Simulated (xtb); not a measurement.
Job for xtb: GFN2-xTB on ClH3SiSn (SMILES [SiH3][Sn][Cl]), a point of a torsion scan.

```
$ xtb mol.xyz --gfn 2 --opt vtight --chrg 0 --uhf 0 --input xcontrol
6

Si    -0.80629797     0.00374930     0.01502180
Sn     1.41655512     1.18176022    -0.04531419
Cl     2.86859763    -0.06065437     1.34892785
H     -1.07188208    -0.44920099     1.37390403
H     -1.84126623     0.92984340    -0.47254125
H     -0.76709661    -1.15735279    -0.88980175
$constrain
  force constant=1.0
  dihedral: 4,1,2,3,40.0
$end
```

Output:

```
[...]
           -------------------------------------------------
          |                Calculation Setup                |
           -------------------------------------------------



           -------------------------------------------------
          |                 G F N 2 - x T B                 |
           -------------------------------------------------

        Reference                      10.1021/acs.jctc.8b01176
      * Hamiltonian:
        H0-scaling (s, p, d)           1.850000    2.230000    2.230000
        zeta-weighting                 0.500000
      * Dispersion:
        s8                             2.700000
        a1                             0.520000
        a2                             5.000000
        s9                             5.000000
      * Repulsion:
        kExp                           1.500000    1.000000
        rExp                           1.000000
      * Coulomb:
        alpha                          2.000000
        third order                    shell-resolved
        anisotropic                    true
        a3                             3.000000
        a5                             4.000000
        cn-shift                       1.200000
        cn-exp                         4.000000
        max-rad                        5.000000


          ...................................................
          :                      SETUP                      :
          :.................................................:
          :  # basis functions                  33          :
          :  # atomic orbitals                  30          :
          :  # shells                           12          :
          :  # electrons                        18          :
          :  max. iterations                   250          :
          :  Hamiltonian                  GFN2-xTB          :
          :  restarted?                      false          :
          :  GBSA solvation                  false          :
          :  PC potential                    false          :
          :  electronic temp.          300.0000000     K    :
          :  accuracy                    1.0000000          :
          :  -> integral cutoff          0.2500000E+02      :
          :  -> integral neglect         0.1000000E-07      :
          :  -> SCF convergence          0.1000000E-05 Eh   :
          :  -> wf. convergence          0.1000000E-03 e    :
          :  Broyden damping             0.4000000          :
          :  net charge                          0          :
          :  unpaired electrons                  0          :
          ...................................................

 iter      E             dE          RMSdq      gap      omega  full diag
   1     -9.7100752 -0.971008E+01  0.335E+01    0.77       0.0  T
   2     -9.7210200 -0.109447E-01  0.141E+01    2.44       1.0  T
   3     -9.9255429 -0.204523E+00  0.179E+01    1.21       1.0  T
   4     -9.9897337 -0.641908E-01  0.860E+00    1.51       1.0  T
   5     -9.9963836 -0.664996E-02  0.426E+00    1.62       1.0  T
   6    -10.0023221 -0.593848E-02  0.278E-01    1.80       1.0  T
   7    -10.0024146 -0.924914E-04  0.216E-01    1.80       1.0  T
   8    -10.0024264 -0.118302E-04  0.149E-01    1.78       1.0  T
   9    -10.0024583 -0.318998E-04  0.490E-02    1.79       1.0  T
  10    -10.0024592 -0.835447E-06  0.331E-02    1.78       1.2  T
  11    -10.0024595 -0.303486E-06  0.248E-02    1.78       1.6  T
  12    -10.0024597 -0.243769E-06  0.128E-02    1.78       3.2  T
  13    -10.0024597 -0.441827E-07  0.364E-03    1.78      11.2  T
  14    -10.0024597 -0.391029E-08  0.851E-04    1.78      48.0  T
  15    -10.0024597 -0.445773E-09  0.228E-04    1.78     178.9  T

   *** convergence criteria satisfied after 15 iterations ***

         #    Occupation            Energy/Eh            Energy/eV
      -------------------------------------------------------------
         1        2.0000           -1.0307145             -28.0472
       ...           ...                  ...                  ...
         3        2.0000           -0.6873165             -18.7028
         4        2.0000           -0.4337101             -11.8019
         5        2.0000           -0.4286801             -11.6650
         6        2.0000           -0.4254536             -11.5772
         7        2.0000           -0.4174658             -11.3598
         8        2.0000           -0.4171946             -11.3524
         9        2.0000           -0.3383344              -9.2065 (HOMO)
        10                         -0.2727586              -7.4221 (LUMO)
        11                         -0.2058525              -5.6015
        12                         -0.1787244              -4.8633
        13                         -0.1667431              -4.5373
        14                         -0.1513308              -4.1179
       ...                                ...                  ...
        30                
[...]
           -11.2741
         8        2.0000           -0.4116738             -11.2022
         9        2.0000           -0.3452810              -9.3956 (HOMO)
        10                         -0.2738307              -7.4513 (LUMO)
        11                         -0.2044541              -5.5635
        12                         -0.1798422              -4.8938
        13                         -0.1761306              -4.7928
        14                         -0.1552103              -4.2235
       ...                                ...                  ...
        30                          0.8127536              22.1162
      -------------------------------------------------------------
                  HL-Gap            0.0714503 Eh            1.9443 eV
             Fermi-level           -0.3095559 Eh           -8.4234 eV

 SCC (total)                   0 d,  0 h,  0 min,  0.003 sec
 SCC setup                      ...        0 min,  0.000 sec (  1.601%)
 Dispersion                     ...        0 min,  0.000 sec (  0.405%)
 classical contributions        ...        0 min,  0.000 sec (  0.191%)
 integral evaluation            ...        0 min,  0.001 sec ( 29.560%)
 iterations                     ...        0 min,  0.001 sec ( 19.633%)
 molecular gradient             ...        0 min,  0.002 sec ( 46.190%)
 printout                       ...        0 min,  0.000 sec (  2.209%)

         :::::::::::::::::::::::::::::::::::::::::::::::::::::
         ::                     SUMMARY                     ::
         :::::::::::::::::::::::::::::::::::::::::::::::::::::
         :: total energy              -9.979167798897 Eh    ::
         :: gradient norm              0.000077412974 Eh/a0 ::
         :: HOMO-LUMO gap              1.944262243599 eV    ::
         ::.................................................::
         :: SCC energy               -10.006115362736 Eh    ::
         :: -> isotropic ES            0.007961839947 Eh    ::
         :: -> anisotropic ES          0.005433559823 Eh    ::
         :: -> anisotropic XC         -0.000441966665 Eh    ::
         :: -> dispersion             -0.004439682363 Eh    ::
         :: repulsion energy           0.026947537527 Eh    ::
         :: add. restraining           0.000000026313 Eh    ::
         :: total charge               0.000000000000 e     ::
         :::::::::::::::::::::::::::::::::::::::::::::::::::::

           -------------------------------------------------
          |                Property Printout                |
           -------------------------------------------------

    * Orbital Energies and Occupations

         #    Occupation            Energy/Eh            Energy/eV
      -------------------------------------------------------------
         1        2.0000           -1.0328961             -28.1065
         2        2.0000           -0.8063856             -21.9429
         3        2.0000           -0.6788560             -18.4726
         4        2.0000           -0.4302941             -11.7089
         5        2.0000           -0.4217374             -11.4761
         6        2.0000           -0.4201945             -11.4341
         7        2.0000           -0.4143152             -11.2741
         8        2.0000           -0.4116738             -11.2022
         9        2.0000           -0.3452810              -9.3956 (HOMO)
        10                         -0.2738307              -7.4513 (LUMO)
        11                         -0.2044541              -5.5635
        12                         -0.1798422              -4.8938
        13                         -0.1761306              -4.7928
        14                         -0.1552103              -4.2235
        15                         -0.1076228              -2.9286
        16                         -0.0889301              -2.4199
        17                         -0.0781430              -2.1264
        18                         -0.0561906              -1.5290
        19                         -0.0238516              -0.6490
        20                          0.0067604               0.1840
       ...                                ...                  ...
        30                          0.8127536              22.1162
      -------------------------------------------------------------
                  HL-Gap            0.0714503 Eh            1.9443 eV
             Fermi-level           -0.3095559 Eh           -8.4234 eV

     #   Z          covCN         q      C6AA      α(0)
     1  14 Si       3.645     0.336   101.718    19.339
     2  50 Sn       1.706     0.264   455.216    45.864
     3  17 Cl       0.803    -0.305   108.812    15.957
     4   1 H        0.915    -0.087     5.145     3.548
     5   1 H        0.913    -0.110     5.913     3.804
     6   1 H        0.914    -0.098     5.495     3.667
Note: The following floating-point exceptions are signalling: IEEE_UNDERFLOW_FLAG IEEE_DENORMAL
normal termination of xtb

 Mol. C6AA /au·bohr⁶  :       2351.671675
 Mol. C8AA /au·bohr⁸  :     170915.670848
 Mol. α(0) /au        :         92.178966


Wiberg/Mayer (AO) data.
largest (>0.10) Wiberg bond orders for each atom

 ---------------------------------------------------------------------------
     #   Z sym  total        # sym  WBO       # sym  WBO       # sym  WBO
 ---------------------------------------------------------------------------
     1  14 Si   3.577 --     2 Sn   0.975     5 H    0.869     6 H    0.861
                             4 H    0.861
     2  50 Sn   2.383 --     3 Cl   1.180     1 Si   0.975
     3  17 Cl   1.196 --     2 Sn   1.180
     4   1 H    0.992 --     1 Si   0.861
     5   1 H    0.988 --     1 Si   0.869
     6   1 H    0.990 --     1 Si   0.861
 ---------------------------------------------------------------------------

Topologies differ in total number of bonds
Writing topology from bond orders to xtbtopo.mol

molecular dipole:
                 x           y           z       tot (Debye)
 q only:       -0.520       0.900      -0.812
   full:        0.253       1.507      -0.999       4.641
molecular quadrupole (traceless):
                xx          xy          yy          xz          yz          zz
 q only:       -6.201       3.829       5.907      -6.523       0.136       0.294
  q+dip:       -6.483       7.198       7.942      -7.605      -1.463      -1.458
   full:       -9.152       4.999       8.098      -8.602       1.284       1.053

           -------------------------------------------------
          |                Geometry Summary                 |
           -------------------------------------------------

      molecular mass/u    :      185.2723711
   center of mass at/Å    :        1.4186915       0.8160092       0.1982632
  moments of inertia/u·Å² :        0.1259929E+03   0.2427615E+03   0.3633306E+03
rotational constants/cm⁻¹ :        0.1337983E+00   0.6944114E-01   0.4639750E-01

 * 3 selected distances

     #   Z          #   Z                                           value/Å
     1  14 Si       4   1 H                                       1.4752274 (min)
     1  14 Si       5   1 H                                       1.4797246 (max)
     1  14 Si       6   1 H                                       1.4792797

 * 1 distinct bonds (by element types)

   Z      Z             #   av. dist./Å        max./Å        min./Å
   1 H   14 Si          3     1.4780772     1.4797246     1.4752274


optimized geometry written to: xtbopt.xyz


           -------------------------------------------------
          | TOTAL ENERGY               -9.979167798897 Eh   |
          | GRADIENT NORM               0.000077412974 Eh/α |
          | HOMO-LUMO GAP               1.944262243599 eV   |
           -------------------------------------------------

------------------------------------------------------------------------
------------------------------------------------------------------------
 total:
 SCF:
 ANC optimizer:
```

The run finished.

Warnings raised: the energy holds the restraint's term.

Cost: roughly 0.08 core-seconds.
